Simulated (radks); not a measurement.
The numbers below are computed, except where a source is named.
Numerical settings for the zinc ion Zn2+, [Ar] 3d10. Level of theory: Dirac Kohn-Sham, PBEsol, spin-unpolarised, spherical densities, finite nucleus; Fermi nuclear charge, rms radius 3.9283 fm (a radial shooting solver on a logarithmic mesh with Libxc functionals). The defaults (mesh step 0.008 in ln r, mesh end at 40 bohr or more with all orbitals vanishing there, Anderson mixing 0.5 over 9 steps, residual threshold near 1e-9 with the energy settled to 1e-9 hartree or 1e-11 of itself, here a cap of 97 iterations) give E = -1793.6192 hartree and 3d5/2 at -30.688 eV in 16 iterations. Run on one thread of a shared host, so times are rough (Arm Neoverse V2): 0.08 s of CPU time, 0.08 s wall, 16 iterations on 2189 mesh points. Changes against that run (0 stands for a change within the tolerance of the run):

setting                     iterations         converged  E (mhartree)  e(3d5/2) (meV)  CPU (s)
mesh step in ln r 0.012             16               yes             0               0     0.06
mesh step in ln r 0.08               4                no      diverged               -     0.02
mesh step in ln r 0.003             16               yes             0               0     0.19
mesh end (bohr) 1                   13  level above zero      +5.3e+04       +2.03e+05     0.04
mesh end (bohr) 400                 16               yes             0               0     0.08
residual threshold 0.01              9               yes             0           +3.04     0.05
residual threshold 0.001             9               yes             0           +3.04     0.05
mixing 2.5                          20               yes             0               0      0.1
linear mixing, mixing 0.8           97                no     +1.44e+04       -1.27e+05     0.98
linear mixing, mixing 0.05          97                no      +0.00579            -125     0.41
mixing history 2                    22               yes             0               0      0.1
iteration cap 2                      2                no     +1.57e+03       -4.41e+04     0.01

Settled on a wrong energy, with an occupied level pushed above zero by the early mesh end: mesh end (bohr) 1 (+53 hartree). Apart from these: no run marked as converged misses the energy by more than 1 mhartree. A mesh that ends early acts as a hard wall.
